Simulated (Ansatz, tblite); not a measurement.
Forces on the cluster K6 at its PBE0/def2-SVP geometry. The state is a singlet with charge 0.

The xTB rows come from tblite. The restricted singlet is unstable towards broken spin symmetry at other levels; at PBE/def2-TZVP this wasn't settled. The geometry of the singlet was relaxed on an unsound state (restricted singlet, unstable towards broken spin symmetry at other levels and untested here). Another isomer (singlet) lies 0.04 eV lower at PBE0/def2-TZVP; other spin states weren't run for this one.

GFN1-xTB (tblite), largest force 0.44 eV/Å:

```xyz
6
positions Å, forces eV/Å
K    -1.924    4.693   -0.105    0.061   -0.160    0.002
K    -1.553   -3.296    3.551    0.041    0.108   -0.132
K     0.973   -2.476    0.040   -0.155    0.403   -0.005
K    -2.013    0.645    1.614    0.341   -0.099   -0.249
K     3.539   -1.385   -3.356   -0.117    0.048    0.117
K     0.978    1.818   -1.744   -0.171   -0.300    0.267
```

GFN2-xTB (tblite), largest force 0.35 eV/Å:

```
K 0.132 -0.324 0.006
K 0.102 0.226 -0.251
K 0.041 -0.083 0.004
K -0.060 0.031 0.065
K -0.242 0.096 0.232
K 0.028 0.055 -0.057
```

PBE/def2-TZVP (Ansatz), largest force 0.03 eV/Å:

```
K 0.010 -0.025 -0.001
K 0.005 0.020 -0.025
K 0.002 0.004 0.000
K 0.007 0.002 0.004
K -0.018 0.010 0.018
K -0.007 -0.010 0.003
```
